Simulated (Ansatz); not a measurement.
One change: `[SiH3][GeH]1[CH2][NH]1` becomes `[F][GeH]1[CH2][NH]1`.

Ansatz, PBE0-D4/def2-TZVP geometries, multiplicity 1. 

Scalar relativity is left out up to krypton.

```csv
property,`[SiH3][GeH]1[CH2][NH]1`
HOMO–LUMO gap (PBE0/def2-TZVPP) / eV,5.83
LUMO energy (ωB97M-V/def2-TZVPP) / eV,1.28
LUMO energy (B3LYP/def2-TZVPP) / eV,-0.71
HOMO–LUMO gap (B3LYP/def2-TZVPP) / eV,5.42
HOMO–LUMO gap (ωB97M-V/def2-TZVPP) / eV,9.74
HOMO energy (PBE/def2-TZVPP) / eV,-5.24
```

(1) Give the same properties after the change, and the shifts. (Best estimate.)

Answers

(1) Ansatz gave: 
| property | `[F][GeH]1[CH2][NH]1` | shift |
| --- | --- | --- |
| HOMO–LUMO gap (PBE0/def2-TZVPP) / eV | 6.51 | 0.68 |
| LUMO energy (ωB97M-V/def2-TZVPP) / eV | 1.61 | 0.33 |
| LUMO energy (B3LYP/def2-TZVPP) / eV | -0.64 | 0.07 |
| HOMO–LUMO gap (B3LYP/def2-TZVPP) / eV | 5.96 | 0.54 |
| HOMO–LUMO gap (ωB97M-V/def2-TZVPP) / eV | 10.66 | 0.92 |
| HOMO energy (PBE/def2-TZVPP) / eV | -5.56 | -0.32 |

With PBE0 the HOMO falls by 0.47 eV and the LUMO rises by 0.20 eV, so the gap widens by about 0.67 eV. PBE moves the HOMO by -0.32 eV and ωB97M-V by -0.59 eV.

B3LYP here is the variant with VWN-RPA as its local correlation; programs differ in this.
